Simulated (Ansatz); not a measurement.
## Energy profile

The step: Ge₄H₁₀ ([GeH3][GeH]([GeH3])[GeH3]) + HF + HF → Ge₄H₉F ([F][GeH2][GeH]([GeH3])[GeH3]) + HF + H₂; bonds formed: Ge2–F7, H6–F9, H8–H11; bonds broken: Ge2–H11, H6–F7, H8–F9 (atoms numbered as in the saddle structure below).

| atom | x (Å) | y (Å) | z (Å) |
| --- | --- | --- | --- |
| Ge1 | -0.6050 | -0.0153 | -0.9214 |
| Ge2 | -0.8802 | 0.8308 | 1.3291 |
| Ge3 | 1.7494 | -0.5024 | -1.2611 |
| Ge4 | -1.9564 | -2.0187 | -1.1568 |
| H5 | -1.0866 | 1.0860 | -1.8803 |
| H6 | 1.4177 | 2.2503 | 0.9463 |
| F7 | 0.3046 | 2.4773 | 0.6348 |
| H8 | 1.2664 | 1.0608 | 2.0573 |
| F9 | 2.2788 | 1.7676 | 1.4161 |
| H10 | -1.2128 | -0.3643 | 2.2828 |
| H11 | 0.5682 | 0.7090 | 2.4260 |
| H12 | -1.8137 | 1.9645 | 1.7616 |
| H13 | 1.8793 | -1.3955 | -2.5068 |
| H14 | 2.5428 | 0.7916 | -1.4590 |
| H15 | 2.2711 | -1.2727 | -0.0401 |
| H16 | -1.9092 | -2.4993 | -2.6161 |
| H17 | -3.4189 | -1.7477 | -0.7656 |
| H18 | -1.3956 | -3.1217 | -0.2467 |

Electronic energies by CCSD(T) at an estimated basis limit (MP2 extrapolated from triple and quadruple zeta, plus CCSD(T) − MP2 in triple zeta), on PBE0-D4/def2-TZVP structures; Ge4H12F2, closed shell; no counterpoise correction. Ansatz 0.2.0; basis: def2-TZVPP and def2-QZVPP; cores frozen in the correlated methods. Filled d shells of the heavier atoms are correlated. The def2 sets are not built for correlating such inner shells, so the correlated values are less sure here. Extrapolation: Hartree–Fock as exp(−7.88 √X), correlation as X^−2.97.

Q: Give the profile in kcal/mol, counted from the separated reactants. (An estimate is asked for; the value comes from the calculation.)

A: By the calculation:
```
                                                                                                                                                                                 point  kcal/mol
   separated: Ge4H10 (linked as [GeH3][GeH]([GeH3])[GeH3]; Ge1, Ge2, Ge3, Ge4, H5, H10, H11, H12, H13, H14, H15, H16, H17, H18; singlet) + HF (H6, F7; singlet) + HF (H8, F9; singlet)      0.00
                                                                                                                                                                       start structure     -8.12
                                                                                                                                                                                saddle     32.42
                                                                                                                                                                         end structure    -15.22
separated: Ge4H9F (linked as [F][GeH2][GeH]([GeH3])[GeH3]; Ge1, Ge2, Ge3, Ge4, H5, F7, H10, H12, H13, H14, H15, H16, H17, H18; singlet) + HF (H6, F9; singlet) + H2 (H8, H11; singlet)     -6.16
```

The T1 diagnostic stays at or below 0.013.

For scale, one of the runs: CCSD(T)/def2-TZVPP, 422 basis functions, launched by `ansatz run in.yaml --threads 4 --pin off --events-out ev --progress --plain --max-ram 63488MiB --backend cuda --devices 0, --max-vram 37GiB`. Time: 87 s of wall clock on 4 CPU threads of an AMD EPYC 7R13 and a share of one NVIDIA H100; the host was shared. Peak host memory: 0.98 GiB.
